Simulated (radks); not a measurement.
The numbers below are computed, except where a source is named.
Problem. Ionisation of Ar3+, [Ne] 3s2 3p3, to Ar4+, [Ne] 3s2 3p2, under several functionals. Scalar-relativistic Kohn-Sham, spin-polarised, spherical densities, finite nucleus; open shells are filled with parallel spins first; a radial shooting solver on a logarithmic mesh with Libxc functionals. The NIST Atomic Spectra Database gives 59.6 eV (semi-empirical). Rank these functionals by the error of their Delta-SCF ionisation energy: MS2 meta-GGA; OLYP; XLYP; PW91; SOGGA; exchange-only B88; exchange-only LDA.

Solution. From best to worst: MS2 meta-GGA 59.675 eV (+0.095); OLYP 59.337 eV (-0.243); PW91 59.283 eV (-0.297); SOGGA 59.038 eV (-0.542); XLYP 58.969 eV (-0.611); exchange-only B88 58.342 eV (-1.238); exchange-only LDA 57.915 eV (-1.665). Open shells are spherical and high-spin; term and fine-structure splittings are not resolved.
